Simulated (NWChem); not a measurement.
**H6B2 in NWChem**

SMILES: B.B
```xyz
8

B      0.0000     0.0000    -0.8885
B      0.0000     0.0000     0.8885
H      0.0000     0.9883     0.0000
H      1.0494     0.0000    -1.4735
H     -1.0494     0.0000    -1.4735
H      0.0000    -0.9883     0.0000
H      1.0494     0.0000     1.4735
H     -1.0494     0.0000     1.4735
```
Charge 0, spin multiplicity 1.

All runs are NWChem calculations. The geometry was optimised at B3LYP/def2-SVP, a minimum by its harmonic frequencies.

Symmetry labels belong to the abelian group D2h used in the runs, with the axes of the coordinates shown.

B3LYP has NWChem's definition, with VWN1-RPA local correlation. The structure started from a generated list of species.

Problem. List the lowest 3 singlet excitations that TD-B3LYP/def2-SVPD, VWN1-RPA local correlation gives, with oscillator strengths.

Solution. 
| state | symmetry | energy (eV) | wavelength (nm) | f |
|---|---|---|---|---|
| 1 | b1g | 6.46 | 192 | 0.000 |
| 2 | b3g | 7.63 | 162 | 0.000 |
| 3 | au | 7.96 | 156 | 0.000 |
